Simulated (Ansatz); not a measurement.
A thermochemical cycle in electronic energies (no zero-point or thermal terms), species as SMILES, kcal/mol. Each molecule is optimised on its own at B3LYP-D3(BJ)/def2-TZVP (Ansatz, a quantum-chemistry and plane-wave program), one conformer each, not searched for the lowest. Correlated levels leave the core frozen unless marked. Open shells are spin-unrestricted. No spin-orbit coupling. Non-relativistic. CBS marks a two-point X^-3 extrapolation of the correlation energy; Hartree-Fock from the larger set. Anions need diffuse functions, of which def2-TZVPD holds fewer than the aug- sets.

```csv
step,"CCSD(T)/CBS(aug-cc-pV(T+d)Z,aug-cc-pV(Q+d)Z) (Ansatz)",B3LYP-D3(BJ)/def2-TZVPD (Ansatz + dftd3)
bond energy D: CO[SiH3] [methoxysilane] → CO[SiH2] + H atom,97.7,95.2
deprotonation energy A: CO[SiH3] → CO[SiH2-] + H+,382.5,381.9
"ionisation of the H atom at the same level, IE",313.7,315.1
```

**Question.** Find the electron affinity EA, positive where the anion is bound: CO[SiH2] + e- → CO[SiH2-].

**Answer.** Breaking the bond, ionising the H atom and attaching the electron to the radical add up to the deprotonation, A = D + IE - EA. At CCSD(T)/CBS(aug-cc-pV(T+d)Z,aug-cc-pV(Q+d)Z): EA = D + IE - A = 97.7 + 313.7 - 382.5 = 28.9. At B3LYP-D3(BJ)/def2-TZVPD: EA = D + IE - A = 95.2 + 315.1 - 381.9 = 28.4. The functional differs from the first level by -2.5 in D, -0.5 in EA and -0.6 in A; for EA and A the gap mixes functional and basis. The site is the one shown; other sites or isomers of the anion may lie lower.
